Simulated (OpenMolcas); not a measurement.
## V2+: effect of the IPEA shift

```json
{
 "Program": "OpenMolcas 26.06",
 "Basis": "ANO-L-VTZP [6s5p3d2f1g]",
 "Scalar Hamiltonian": "non-relativistic, point nucleus",
 "Active space": "3 electrons in 5 orbitals (3d)",
 "State averaging": "2S+1 = 4 even, 10 roots; 2S+1 = 2 even, 40 roots",
 "Spin-orbit coupling": "state interaction with AMFI integrals over the reference wave functions, term energies averaged over their components"
}
```

Methods on the same reference wave functions:
A. CASSCF
B. MS-CASPT2, IPEA 0.25 Eh, imaginary shift 0.1 Eh (closed shells correlated: 3s 3p)
C. MS-CASPT2, IPEA 0.5 Eh, imaginary shift 0.1 Eh (closed shells correlated: 3s 3p)

Energies in cm-1 above 3d3 4F 3/2, the measured ground level; measured values from Sugar and Corliss, J. Phys. Chem. Ref. Data 7, 1191 (1978).

```json
{"Level": "3d3 4F 3/2", "A": "0.0", "B": "0.0", "C": "0.0", "Measured": "0.0"}
{"Level": "3d3 4F 5/2", "A": "159", "B": "160", "C": "160", "Measured": "146"}
{"Level": "3d3 4F 7/2", "A": "377", "B": "379", "C": "379", "Measured": "342"}
{"Level": "3d3 4F 9/2", "A": "652", "B": "653", "C": "653", "Measured": "584"}
{"Level": "3d3 4P 1/2", "A": "14858", "B": "12160", "C": "12420", "Measured": "11514"}
{"Level": "3d3 4P 3/2", "A": "14934", "B": "12230", "C": "12490", "Measured": "11592"}
{"Level": "3d3 2G 7/2", "A": "14974", "B": "11920", "C": "12280", "Measured": "11966"}
{"Level": "3d3 4P 5/2", "A": "15112", "B": "12420", "C": "12680", "Measured": "11770"}
{"Level": "3d3 2G 9/2", "A": "15205", "B": "12150", "C": "12510", "Measured": "12187"}
{"Level": "3d3 2P 1/2", "A": "19791", "B": "15550", "C": "15860", "Measured": "15580"}
{"Level": "3d3 2H 9/2", "A": "19811", "B": "17180", "C": "17430", "Measured": "16811"}
{"Level": "3d3 2P 3/2", "A": "19898", "B": "15600", "C": "15930", "Measured": "15550"}
{"Level": "3d3 2H 11/2", "A": "19991", "B": "17360", "C": "17610", "Measured": "16978"}
{"Level": "3d3 2D 3/2(1)", "A": "21497", "B": "16610", "C": "17040", "Measured": "16330"}
{"Level": "3d3 2D 5/2(1)", "A": "21681", "B": "16740", "C": "17190", "Measured": "16375"}
{"Level": "3d3 2F 7/2", "A": "34231", "B": "28450", "C": "28840", "Measured": "27728"}
{"Level": "3d3 2F 5/2", "A": "34331", "B": "28550", "C": "28940", "Measured": "27847"}
{"Level": "3d3 2D 5/2(2)", "A": "53419", "B": "44430", "C": "44660", "Measured": "42267"}
{"Level": "3d3 2D 3/2(2)", "A": "53539", "B": "44560", "C": "44790", "Measured": "42371"}
```

Deviations, from unrounded energies. A percentage is the sum of absolute deviations over the sum of measured energies, with the sign that they share, or ± where signs differ.

```
                        Against measurement  Levels      A      B      C
             mean absolute deviation (cm-1)      18   4300    520    770
      fine structure of the ground term (%)       3  +10.9  +11.2  +11.2
other terms of the ground configuration (%)      15  +25.7   ±3.1   +4.7
```

B lies closest to measurement on these levels and A furthest from it. The largest miss of B in the table is 3d3 2D 3/2(2), by +2200 cm-1. The ranking rests on the paired levels alone, and a cruder setting can come out closer through cancelling errors.

Between B and C the level of the table that moves most is 3d3 2D 5/2(1), by 450 cm-1 (lowest in B, highest in C). Moves below CASPT2's spread within the term are not significant.

The mean deviations of B to C differ by less than CASPT2's widest spread within a term (1000 cm-1), so their order carries little weight.

From A to B the spin-free energies of the other terms of 3d3 shown, above 4F, scale by factors of 0.77 to 0.87, as is usual when dynamic correlation screens the repulsion within a d or f shell.

The lowest spin-free term lies below A's lowest term by 0.276 hartree in B, 0.268 hartree in C.

Term energies are means over components that CASPT2 splits; among the terms shown or strongly mixed into the levels shown the widest spread is 1000 cm-1 (3d3 4F, B). Some levels mix across a computed gap that differs much from the measured one, so their mixing is not that of the real levels. Without dynamic correlation excited terms often stand tens of per cent too high (terms of higher spin than the ground term too low), and those without a measured partner can miss by more than the paired ones (holds for A). The CASPT2 spread within a term exceeds the gap to the next term for 3d3 2G and 3d3 4P, 3d3 2D(1) and 3d3 2H, so the order of their levels is uncertain (holds for C). Computed and measured levels are paired by configuration, term and J; levels that our copy of the source lacks, or whose pairing is in doubt (as where it misses far off the trend of its configuration), stay unpaired and out of the deviations. Levels of configurations outside the active space are missing.

A number in round brackets counts repeated terms of one configuration in the order of the reference energies.
